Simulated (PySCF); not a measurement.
**Dy⁴¹⁺: ionisation energy**

Dy⁴¹⁺ [Ar] 3d7 [3d3/2^4 3d5/2^3, M_J = 9/2] → Dy⁴²⁺ [Ar] 3d6 [3d3/2^4 3d5/2^2, M_J = 4], as a difference of total energies. All numbers are calculated (PySCF 2.14, the two-component X2C-1e Hamiltonian, in an uncontracted even-tempered set (16 s from 8.9 bohr⁻², ratio 2.8; 12 p from 12 bohr⁻², ratio 2.8; 8 d from 12 bohr⁻², ratio 2.8; 3 f from 42 bohr⁻², ratio 3)). Correlated levels: [Ne] frozen; the 74 highest virtual spinors dropped. "Screened" scales the spin-orbit matrix elements by Boettger's factors to mimic the two-electron term; Breit and QED terms are absent.

| method | ionisation energy (eV) |
| --- | --- |
| GHF (spin-free) | 3224.9 |
| GMP2 (spin-free) | 3225.9 |
| GHF (screened spin-orbit) | 3218.2 |
| GMP2 (screened spin-orbit) | 3218.5 |

Breit and QED terms and the two-electron picture change are absent.

The spin-free rows relax to the high-spin LS determinant and lack the spin-orbit shift.

The labels give the starting determinants; with spin-orbit coupling the two ends relaxed to ⟨J²⟩ = 24.75, ⟨L²⟩ = 15.41, ⟨S²⟩ = 2.67 and ⟨J²⟩ = 20.01, ⟨L²⟩ = 11.69, ⟨S²⟩ = 3.26.

For comparison: 3217 ± 4 eV (theoretical estimate listed by NIST; NIST Atomic Spectra Database, ionization energies).
